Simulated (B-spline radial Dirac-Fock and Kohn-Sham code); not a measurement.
# Kohn-Sham estimates against Dirac-Fock for the levels of In⁵⁺

System: the In⁵⁺ ion in the configuration [Kr] 4d8.

The density-functional columns are spherical, spin-unpolarised Dirac-Kohn-Sham results without Breit or QED terms: −ε is minus the orbital energy of the initial state and ΔSCF the difference of two total energies. The reference in the last column comes from Dirac-Fock ΔSCF + Breit + QED. All numbers are from a B-spline atomic structure program, in eV; a selection of levels is shown. The Kohn-Sham columns are given as differences from the reference. For the 1s level of heavy atoms much of the gap between ΔSCF and the reference is the Breit and QED part, -89.9 eV here; for other levels the error of the functional can be larger.

```tsv
level	PBE −ε − DF	PBE ΔSCF − DF	LDA −ε − DF	LDA ΔSCF − DF	Dirac-Fock
K	-216.8	+115.1	-249.8	+81.0	28022.9
L1	-105.6	-45.1	-109.5	-48.8	4328.2
L2	-80.3	-5.5	-81.6	-6.8	4023.0
L3	-83.1	-12.5	-84.2	-13.5	3815.0
M1	-53.6	-31.2	-54.8	-32.3	911.8
M2	-43.2	-20.3	-43.6	-20.5	788.5
M3	-42.9	-20.5	-43.1	-20.7	750.0
N1	-21.3	-10.0	-21.4	-10.1	208.9
N2	-15.9	-5.0	-15.8	-4.9	166.0
N3	-15.9	-5.1	-15.9	-5.2	159.1
N4,5	-8.1	+1.5	-8.0	+1.7	91.61
```

Values without a named source are computed, but for edge energies of neutral atoms, which are taken from tables.
